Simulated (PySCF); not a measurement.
## Working out the ionisation energy of Sc

Sc [Ar] 3d1 4s2 (2D) → Sc⁺ [Ar] 3d1 4s1 (3D). Calculation: PySCF 2.14, in aug-cc-pVDZ (7s6p4d2f, 59 functions); the non-relativistic Hamiltonian (point nucleus). Frozen: [Ar]. Energies in hartree (1 hartree = 27.21139 eV):

```
             part   Sc (lower)  Sc⁺ (upper)
              UHF  -759.738039  -759.540755
MP2 opposite-spin    -0.024141     0.000000
    MP2 same-spin    -0.002467    -0.002478
```

Problem. What does Hartree-Fock give?

Solution. (-759.540755) − (-759.738039) = 0.197284 hartree = 5.368 eV.

Problem. What do MP2 and SCS-MP2 (6/5 opposite-spin, 1/3 same-spin) give?

Solution. The opposite-spin parts differ by 0.657 eV and the same-spin parts by 0.000 eV. MP2: 5.368 + (0.657) + (0.000) = 6.025 eV. SCS-MP2: 5.368 + 1.2 × (0.657) + (0.000)/3 = 6.156 eV.

Measured between the centres of the two terms (NIST): 6.562 eV, so MP2 (valence) is off by -0.537 eV.

The calculation is non-relativistic.

A double-zeta basis recovers only part of the correlation energy.

What remains against the reference includes basis incompleteness, the frozen core and correlation beyond second order.
